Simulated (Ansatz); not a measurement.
Gas-phase electronic energies from Ansatz, PBE0-D4/def2-TZVP geometries. CCSD(T)/CBS is the MP2 limit (def2-TZVPP, def2-QZVPP) plus CCSD(T) − MP2 in def2-TZVPP, frozen cores. This one scheme is used for every species, atoms too. DFT in def2-TZVPP. HSE06 is defined as in plane-wave codes. No spin–orbit coupling; open shells (•) take unrestricted orbitals. Spin–orbit coupling would lower the free atoms: a little for Cl. def2 core potentials past Kr. Bonds to Sb are less sure, by a few kJ/mol each and by 10 to 20 or more in all where they break to atoms, as the def2 sets lack core-valence functions.

`[F][Sb]([Cl])[Cl]` → Cl• + `[F][Sb][Cl]`•  (homolysis of the Cl–Sb bond)

`[F][Sb]([Cl])[Cl]`:

Z-matrix (Å, degrees):
```
Sb
F 1 1.898
Cl 1 2.327 2 95.7
Cl 1 2.327 2 95.7 3 -98.7
```

`[F][Sb][Cl]`•:

Z-matrix (Å, degrees):
```
Sb
F 1 1.911
Cl 1 2.329 2 96.7
```

```csv
level,ΔE (kJ/mol),difference from CCSD(T)/CBS
revPBE-D4,347.5,-9.0
BLYP-D4,341.3,-15.2
r2SCANh-D4,345.1,-11.4
HSE06,342.1,-14.4
RPA@PBE/def2-TZVPP,300.2,-56.3
MP2/def2-SVP,313.7,-42.8
MP2/def2-TZVPP,354.1,-2.4
CCSD(T)/def2-TZVPP,330.9,-25.6
SCS-MP2/def2-QZVPP,356.7,0.2
CCSD/CBS(def2),343.5,-13.0
CCSD(T)/CBS,356.5,0
```

Largest T1 diagnostic among the species: 0.016.

At CCSD(T), def2-SVP lies −59.0 kJ/mol from the extrapolated value and def2-TZVPP −25.6 kJ/mol: correlation converges slowly with the basis, and small sets miss more of it in the bonded molecule than in its fragments. From PBE to PBE0 (25 % exact exchange), in def2-TZVPP and without D4, ΔE moves by −11.3 kJ/mol: exact exchange takes away binding that semilocal exchange gives to molecules.

CCSD(T)/CBS has its own doubt, a few kJ/mol and more with outer-core shells, so smaller differences from it don't rank the levels.
